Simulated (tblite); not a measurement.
Compound: C₄H₁₃ClGeSi₂.
Atom-mapped SMILES: `[CH2:1]=[CH:2][CH2:3][Si@:4]([CH3:5])([GeH3:6])[SiH2:7][Cl:8]` (hydrogens: H9, H10 on C1; H11 on C2; H12, H13 on C3; H14, H15, H16 on C5; H17, H18, H19 on Ge6; H20, H21 on Si7)

Computed with GFN2-xTB (tblite), gas phase: L-BFGS steps from a force-field or distance-geometry start until the largest atomic force falls under 0.01 eV/Å.

Step 7: E = -683.4956 eV
```
atom  x, y, z in Å  |  force x, y, z in eV/Å
C1      2.2386    0.6723    1.5329    0.047  -0.172  -0.105
C2      1.8975   -0.5008    1.0178   -0.155   0.193   0.146
C3      1.3987   -0.6866   -0.3736    0.234  -0.033   0.008
Si4    -0.4480   -0.1792   -0.5003    0.207  -0.120  -0.456
C5     -1.0187   -0.5492   -2.2794   -0.171  -0.129  -0.414
Ge6    -0.7157    2.0908   -0.1241    0.106   0.058   0.110
Si7    -1.7326   -1.3876    0.9525   -0.081  -0.120   0.265
Cl8    -1.2684   -0.8167    2.8397   -0.064  -0.071  -0.021
H9      2.5827    0.7838    2.5480   -0.066  -0.050  -0.037
H10     2.2261    1.5749    0.9370    0.034  -0.056  -0.020
H11     1.8854   -1.3874    1.6384    0.086   0.027   0.033
H12     1.9977   -0.0792   -1.0529   -0.051   0.045  -0.067
H13     1.5077   -1.7283   -0.6816    0.033   0.058   0.028
H14    -0.9399   -1.6041   -2.5320    0.093  -0.003   0.063
H15    -2.0678   -0.2922   -2.4146    0.023   0.079   0.099
H16    -0.4662    0.0005   -3.0416    0.040  -0.002   0.175
H17     0.1063    2.9926   -0.9646    0.148   0.238  -0.116
H18    -0.4472    2.4991    1.2727    0.049   0.162   0.190
H19    -2.1039    2.5487   -0.3558   -0.272   0.130  -0.070
H20    -3.1508   -1.1142    0.7506   -0.146  -0.091   0.078
H21    -1.4906   -2.8203    0.8304   -0.094  -0.143   0.111
```

Step 8: E = -683.5217 eV
```
atom  x, y, z in Å  |  force x, y, z in eV/Å
C1      2.2436    0.6727    1.5326   -0.007  -0.190  -0.136
C2      1.8989   -0.5013    1.0196   -0.132   0.223   0.057
C3      1.4077   -0.6904   -0.3780    0.202   0.023   0.118
Si4    -0.4423   -0.1929   -0.5085    0.109  -0.119  -0.458
C5     -1.0211   -0.5528   -2.2945   -0.052  -0.065  -0.121
Ge6    -0.7065    2.0827   -0.1246    0.049   0.329   0.127
Si7    -1.7401   -1.3991    0.9494   -0.065  -0.084   0.340
Cl8    -1.2785   -0.8257    2.8461   -0.063  -0.081  -0.123
H9      2.5783    0.7884    2.5504   -0.054  -0.068  -0.038
H10     2.2329    1.5768    0.9369    0.034  -0.102  -0.012
H11     1.8851   -1.3904    1.6369    0.080   0.053   0.046
H12     2.0046   -0.0805   -1.0555   -0.034   0.063  -0.071
H13     1.5225   -1.7299   -0.6844    0.043   0.001   0.020
H14    -0.9414   -1.6038   -2.5421    0.089  -0.150   0.002
H15    -2.0658   -0.2936   -2.4207   -0.114   0.107   0.070
H16    -0.4691   -0.0034   -3.0510    0.101   0.062   0.080
H17     0.0996    3.0242   -0.9558    0.113   0.094  -0.069
H18    -0.4524    2.5303    1.2714    0.057   0.058   0.113
H19    -2.0950    2.5711   -0.3523   -0.189   0.025  -0.070
H20    -3.1647   -1.1282    0.7708   -0.082  -0.085   0.044
H21    -1.5052   -2.8375    0.8527   -0.086  -0.094   0.081
```

Step 9: E = -683.5407 eV
```
atom  x, y, z in Å  |  force x, y, z in eV/Å
C1      2.2480    0.6717    1.5312   -0.036  -0.109  -0.094
C2      1.8961   -0.5001    1.0220   -0.074   0.131  -0.034
C3      1.4171   -0.6925   -0.3798    0.094   0.052   0.117
Si4    -0.4364   -0.2046   -0.5223   -0.016  -0.054  -0.259
C5     -1.0243   -0.5569   -2.3079    0.028  -0.022   0.076
Ge6    -0.6997    2.0828   -0.1228   -0.012   0.410   0.090
Si7    -1.7461   -1.4082    0.9519   -0.025  -0.035   0.249
Cl8    -1.2861   -0.8328    2.8496   -0.048  -0.070  -0.137
H9      2.5740    0.7899    2.5510   -0.038  -0.072  -0.024
H10     2.2379    1.5762    0.9363    0.037  -0.103  -0.022
H11     1.8868   -1.3911    1.6369    0.055   0.068   0.051
H12     2.0086   -0.0798   -1.0589   -0.001   0.065  -0.051
H13     1.5332   -1.7306   -0.6856    0.072  -0.037   0.018
H14    -0.9403   -1.6066   -2.5484    0.057  -0.210  -0.064
H15    -2.0666   -0.2921   -2.4231   -0.160   0.092   0.028
H16    -0.4688   -0.0045   -3.0553    0.116   0.087  -0.014
H17     0.0980    3.0475   -0.9520    0.075  -0.003  -0.022
H18    -0.4544    2.5524    1.2741    0.057  -0.006   0.052
H19    -2.0936    2.5864   -0.3516   -0.081  -0.051  -0.056
H20    -3.1757   -1.1393    0.7851   -0.018  -0.084   0.027
H21    -1.5166   -2.8509    0.8692   -0.082  -0.049   0.066
```

Step 10: E = -683.5524 eV
```
atom  x, y, z in Å  |  force x, y, z in eV/Å
C1      2.2505    0.6703    1.5294   -0.041  -0.012  -0.026
C2      1.8920   -0.4984    1.0233   -0.010   0.012  -0.076
C3      1.4241   -0.6929   -0.3796   -0.023   0.043   0.030
Si4    -0.4329   -0.2117   -0.5353   -0.098   0.040  -0.003
C5     -1.0269   -0.5605   -2.3163    0.047  -0.012   0.107
Ge6    -0.6964    2.0904   -0.1200   -0.044   0.305   0.028
Si7    -1.7497   -1.4138    0.9577    0.009  -0.004   0.077
Cl8    -1.2908   -0.8377    2.8497   -0.025  -0.045  -0.076
H9      2.5707    0.7887    2.5504   -0.023  -0.064  -0.004
H10     2.2413    1.5737    0.9351    0.040  -0.067  -0.043
H11     1.8893   -1.3896    1.6381    0.023   0.066   0.047
H12     2.0103   -0.0778   -1.0619    0.021   0.051  -0.015
H13     1.5400   -1.7311   -0.6854    0.093  -0.035   0.022
H14    -0.9381   -1.6118   -2.5523    0.014  -0.153  -0.098
H15    -2.0697   -0.2892   -2.4229   -0.099   0.045  -0.007
H16    -0.4661   -0.0034   -3.0565    0.077   0.057  -0.044
H17     0.1001    3.0604   -0.9516    0.052  -0.030   0.006
H18    -0.4537    2.5640    1.2783    0.053  -0.021   0.028
H19    -2.0964    2.5935   -0.3528   -0.008  -0.074  -0.040
H20    -3.1821   -1.1469    0.7930    0.023  -0.083   0.023
H21    -1.5244   -2.8592    0.8792   -0.080  -0.020   0.063
```

**Question.** Estimate the geometry and energy of step 11. (The exact step hangs on the optimiser's Hessian estimate; all steps are aligned on step 10, rigid shifts and turns removed.)

**Answer.** E = -683.5573 eV, largest force 0.192 eV/Å
```
atom  x, y, z in Å  |  force x, y, z in eV/Å
C1      2.2508    0.6694    1.5283   -0.033   0.028   0.009
C2      1.8899   -0.4975    1.0229    0.020  -0.040  -0.064
C3      1.4267   -0.6925   -0.3795   -0.074   0.021  -0.042
Si4    -0.4329   -0.2135   -0.5408   -0.108   0.096   0.126
C5     -1.0277   -0.5627   -2.3192    0.028  -0.019   0.050
Ge6    -0.6958    2.0991   -0.1182   -0.041   0.159  -0.008
Si7    -1.7511   -1.4164    0.9619    0.020  -0.001  -0.044
Cl8    -1.2931   -0.8405    2.8483   -0.005  -0.021  -0.007
H9      2.5688    0.7868    2.5498   -0.016  -0.056   0.006
H10     2.2435    1.5713    0.9338    0.040  -0.031  -0.056
H11     1.8909   -1.3875    1.6394    0.004   0.054   0.038
H12     2.0111   -0.0761   -1.0633    0.018   0.034   0.011
H13     1.5445   -1.7316   -0.6847    0.089  -0.007   0.025
H14    -0.9369   -1.6164   -2.5554   -0.012  -0.058  -0.092
H15    -2.0723   -0.2871   -2.4227   -0.014   0.004  -0.020
H16    -0.4637   -0.0020   -3.0571    0.028   0.011  -0.017
H17     0.1023    3.0652   -0.9516    0.050  -0.015   0.006
H18    -0.4522    2.5683    1.2810    0.049  -0.011   0.030
H19    -2.0983    2.5951   -0.3543    0.003  -0.061  -0.033
H20    -3.1845   -1.1516    0.7966    0.031  -0.079   0.022
H21    -1.5291   -2.8630    0.8844   -0.076  -0.008   0.061
```

The energy changes by -0.0050 eV. The first-order estimate −F·Δx gives -0.0071 eV and the mean of the old and new forces, exact on a quadratic surface, -0.0049 eV. The step makes an angle of 50° with the force vector and moves no atom by more than 0.009 Å.

What follows is the cost of the whole relaxation. The run took 2.9 s wall on an Arm Neoverse N1 with one thread, no GPU, on a shared host.
